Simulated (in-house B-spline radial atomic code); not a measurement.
Configurations of Tm, with energies counted from [Xe] 4f13 6s2. All numbers are computed (Dirac-Hartree-Fock, average of configuration; Fermi nucleus of rms radius 5.2256 fm) with an all-electron radial atomic-structure program (B-spline basis), not measured. Energies include first-order Breit, QED and recoil terms.

Occupations are held fixed; configurations that lie above the ionisation limit could autoionise.

```tsv
configuration	E - E(ref) (eV)	highest orbital	its <r> (bohr)
[Xe] 4f13 6s1 8d1	4.6257	8d5/2	41.46
[Xe] 4f13 6s1 10p1	4.7306	10p3/2	57.13
[Xe] 4f13 6s1 9d1	4.7571	9d5/2	59.32
[Kr] 4d10 4f13 5s2 5p5 6s2 9s1	30.643	9s1/2	31.66
[Kr] 4d10 4f13 5s2 5p5 5g1 6s2	30.747	5g9/2	27.5
[Kr] 4d10 4f13 5s2 5p5 6s2 8d1	30.796	8d5/2	38.5
[Kr] 4d9 4f13 5s2 5p6 6s2 7g1	186.51	7g9/2	63.49
```

Question: Order these further configurations by energy, lowest first.
A. [Kr] 4d10 4f13 5s2 5p5 6s2 6d1
B. [Xe] 4f12 6s2 6g1
C. [Xe] 4f13 6s1 6p1
D. [Xe] 4f13 6s1 6d1
E. [Kr] 4d9 4f14 5s2 5p6 6s2

Answer: C (1.8517 eV), D (3.9387 eV), B (5.0318 eV), A (29.974 eV), E (180.81 eV).

Question: How far above the reference does [Xe] 4f12 6s2 7s1 lie?

Answer: 3.2852 eV; its least bound orbital is 7s1/2 with <r> = 9.998 bohr.

Question: How far above the reference does [Kr] 4d10 4f14 5s2 5p5 6s2 lie?

Answer: 29.387 eV; its least bound orbital is 6s1/2 with <r> = 4.308 bohr.

Question: How far above the reference does [Xe] 4f12 6s2 6p1 lie?

Answer: 1.384 eV; its least bound orbital is 6p3/2 with <r> = 5.127 bohr.
